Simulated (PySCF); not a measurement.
Protons, H atoms and electrons added to or taken from c1cc[nH]c1. Gas-phase values, no solvent. Strings in code marks are SMILES.

Method: TPSSh-D3(BJ)/def2-TZVP // CAM-B3LYP-D3(BJ)/def2-TZVP in PySCF. All candidates: neutral, multiplicity 2. 

The dipole moment is 2.57 D and the highest occupied spin orbital comes out as -5.62 eV.

Task: Which member has these values?
(A) `[c]1ccc[nH]1`
(B) `[c]1cc[nH]c1`
(C) `C1=C[N]C=C1`

Result: B, `[c]1cc[nH]c1`. The others give `[c]1ccc[nH]1`: 1.77 D, -5.49 eV; `C1=C[N]C=C1`: 2.02 D, -6.51 eV
